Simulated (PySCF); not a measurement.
C2H5S, SMILES CS[CH2], multiplicity 2.

Geometry: r2SCAN-D4/def2-TZVP. The isomer is the one that the SMILES or the coordinates give; other isomers of the formula were not compared.

Calculation: TDA-PBE0/def2-SVPD in PySCF.

Vertical excitations. Gas-phase values at a fixed geometry.

Computed lowest excited states:
```csv
state,energy (eV),λ (nm),f,main pairs
root 1,3.91,317,0.001,α HOMO→LUMO 83 %
root 2,4.47,277,0.001,α HOMO→LUMO+1 87 %
root 3,4.82,257,0.009,α HOMO→LUMO+2 92 %
root 4,4.86,255,0.092,"α HOMO→LUMO+3 6 %, β HOMO→LUMO 89 %"
root 5,5.49,226,0.001,α HOMO→LUMO+4 83 %
root 6,5.57,222,0.011,"α HOMO→LUMO+3 91 %, β HOMO→LUMO 5 %"
root 7,5.94,209,0.002,"α HOMO→LUMO+5 48 %, α HOMO→LUMO+7 13 %, β HOMO−1→LUMO 29 %"
root 8,6.03,206,0.001,"α HOMO→LUMO+5 45 %, α HOMO→LUMO+7 13 %, β HOMO−1→LUMO 36 %"
root 9,6.17,201,0.008,"α HOMO→LUMO+7 61 %, β HOMO−1→LUMO 29 %"
root 10,6.48,191,0.000,"α HOMO→LUMO+6 74 %, β HOMO→LUMO+1 14 %"
```
Unrestricted roots are not spin-pure.
